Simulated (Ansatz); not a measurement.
System: RbI (charge -1, doublet). SMILES of the parent species: [Rb][I]
Geometry from a B3LYP-D3(BJ)/def2-TZVP (Ansatz, a quantum-chemistry and plane-wave program) optimisation:
```
Rb
I 1 3.4928
```
Charge -1, spin multiplicity 2.

Parts of the frozen-core correlation energy in def2-SVP (Ansatz, hartree). Frozen orbitals: 13; correlated occupied orbitals by spin: 5 and 4; virtual: 32 and 33. UHF or UKS for open shells. No spin-orbit coupling. In def2 rows, elements after Kr have scalar-relativistic effective core potentials.

```tsv
term	value
reference (HF)	-320.56957
MP2 opposite-spin	-0.07213
MP2 same-spin	-0.02774
CCSD correlation	-0.10939
(T)	-0.00122
CCSDT minus CCSD(T)	-0.00015
T1 diagnostic	0.007
largest doubles amplitude	0.036
<S^2> of the reference	0.750
```
